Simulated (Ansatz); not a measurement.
Harmonic frequencies (cm⁻¹) at PBE0-D4/def2-TZVP from Ansatz: 38, 67, 86, 209, 265, 490, 522, 549, 590, 621, 746, 788, 801, 903, 952, 1118, 1950, 1962, 2234, 2245, 2710.

Each molecule was computed in one conformer, which needn't be the lowest.

(1) Which molecule is it?
A. `O[SiH]([AlH2])S`
B. `[AlH2][O][SiH2]S`
C. `[CH2]1[SiH2][S][GeH2]1`
D. `[BH2][SnH2][C]#C`

Answers

(1) B.
